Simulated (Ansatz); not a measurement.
`C[O][In]([NH2])[F]` and `[NH2][In]([F])[Br]` differ in one atom or group.

Ansatz, PBE0-D4/def2-TZVP geometries, multiplicity 1. Each molecule was computed in one conformer, which needn't be the lowest.

Elements past krypton have def2 core potentials. Scalar relativity is left out up to krypton.

| property | `C[O][In]([NH2])[F]` |
| --- | --- |
| HOMO energy (B3LYP/def2-TZVPP) / eV | -7.45 |
| HOMO energy (PBE/def2-TZVPP) / eV | -6.16 |
| HOMO–LUMO gap (PBE0/def2-TZVPP) / eV | 5.92 |
| LUMO energy (PBE/def2-TZVPP) / eV | -2.65 |
| zero-point energy (PBE0-D4/def2-TZVP) / kJ/mol | 178.9 |
| size of the dipole moment (PBE/def2-TZVPP) / D | 2.37 |

Give the same properties after the change, and the shifts. (An estimate is asked.)

Ansatz gave: 
| property | `[NH2][In]([F])[Br]` | shift |
| --- | --- | --- |
| HOMO energy (B3LYP/def2-TZVPP) / eV | -7.89 | -0.44 |
| HOMO energy (PBE/def2-TZVPP) / eV | -6.75 | -0.59 |
| HOMO–LUMO gap (PBE0/def2-TZVPP) / eV | 5.95 | 0.03 |
| LUMO energy (PBE/def2-TZVPP) / eV | -3.06 | -0.41 |
| zero-point energy (PBE0-D4/def2-TZVP) / kJ/mol | 72.6 | -106.3 |
| size of the dipole moment (PBE/def2-TZVPP) / D | 3.13 | 0.76 |

The zero-point energy changes by -106.3 kJ/mol with -12 modes. Dipoles are sizes alone; their direction can turn.

B3LYP here is the variant with VWN-RPA as its local correlation; programs differ in this.

Spin–orbit coupling is left out; it splits and shifts lone-pair levels of the heavy atoms by tenths of an eV.
